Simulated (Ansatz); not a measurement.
ClH₃Si, SMILES [SiH3]Cl (connectivity only; charge and spin as stated), charge +1, multiplicity 2.

The structure is a stationary point at ωB97X-D3(BJ)/def2-TZVP. The spin state was assumed, not searched. The isomer is the one that the SMILES or the coordinates give; other isomers of the formula were not compared.

Two levels are set side by side: PBE/def2-TZVPD (Ansatz, a first-principles code) and CAM-B3LYP/def2-TZVPD (Ansatz). Energy differences of separate SCF runs at the same geometry; the states with an electron removed or added have multiplicity 1 and 1. Differences are taken from unrounded values.

| quantity | CAM-B3LYP |
|---|---|
| vertical ionisation energy (eV) | 18.34 |
| vertical electron affinity (eV) | 9.74 |

**Question.** What does PBE give, and how far is it from CAM-B3LYP? (Estimate from the structure and the level; the computed values follow.)

**Answer.** 
```tsv
quantity	PBE	PBE minus CAM-B3LYP
vertical ionisation energy (eV)	17.75	-0.59
vertical electron affinity (eV)	9.51	-0.23
```
